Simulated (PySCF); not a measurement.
Ge2H4 (singlet). Computed with PBE0/[Ge def2-TZVP, H def2-TZVP], no relativity, density fitting, PySCF.

Harmonic bands of its minimum:

```
ω (cm⁻¹)  IR (km/mol)
     284          0.0
     317         12.4
     368         41.2
     462          0.0
     493          0.1
     545          0.0
     860          187
     872          0.0
    2126          0.0
    2127          165
    2142          0.0
    2155          198
```

Question: Infer the point group and assign the bands.

Answer: C2h. The modes span 4ag + 3au + 3bu + 2bg: 284 ag, 317 au, 368 bu, 462 ag, 493 au, 545 bg, 860 bu, 872 ag, 2126 ag, 2127 bu, 2142 bg, 2155 au. The computed geometry has Ge–Ge 2.267 Å, Ge–H 1.539 Å (×4); Ge–Ge–H 116.8° (×4), H–Ge–H 109.6° (×2).

This need not be the most stable arrangement of these atoms.
